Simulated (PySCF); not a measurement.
Bromine: a sound run and one with changed settings

Sound run: Br [Ar] 3d10 4s2 4p5, Br⁺ [Ar] 3d10 4s2 4p4. All numbers are calculated (PySCF 2.14, no relativity, point nucleus, in pcseg-2). In the sound run the correlated levels freeze [Ar] 3d10. The sound run starts from symmetry-adapted Hartree-Fock orbitals and uses a fine grid where one is needed.

Changed run: the spin-free X2C one-electron Hamiltonian (Gaussian nucleus). This setting is unsound on purpose.

```tsv
species	method	sound run (hartree)	changed run (hartree)	converged
Br	UHF	-2572.41759	-2597.25030	yes
Br	PBE0	-2573.85471	-2598.67570	yes
Br	B3LYP	-2574.18926	-2599.00929	yes
Br	MP2	-2572.55039	-2597.38287	yes
Br	CCSD(T)	-2572.57457	-2597.40664	yes
Br⁺	UHF	-2572.02190	-2596.85487	yes
Br⁺	PBE0	-2573.41925	-2598.24054	yes
Br⁺	B3LYP	-2573.74979	-2598.56987	yes
Br⁺	MP2	-2572.12502	-2596.95753	yes
Br⁺	CCSD(T)	-2572.14801	-2596.98001	yes
```

Ionisation energy of Br:

| method | sound run (eV) | changed run (eV) |
| --- | --- | --- |
| UHF | 10.767 | 10.760 |
| PBE0 | 11.850 | 11.841 |
| B3LYP | 11.959 | 11.957 |
| MP2 | 11.575 | 11.574 |
| SCS-MP2 | 11.572 | 11.571 |
| CCSD | 11.575 | 11.576 |
| CCSD(T) | 11.607 | 11.609 |

Most of the change in total energy is the relativistic energy itself. On top of that the contraction fixes the core shape for the Hamiltonian it was made with, so the changed run is not a good calculation with the other Hamiltonian either.

For comparison, NIST gives 11.814 eV between the lowest levels.
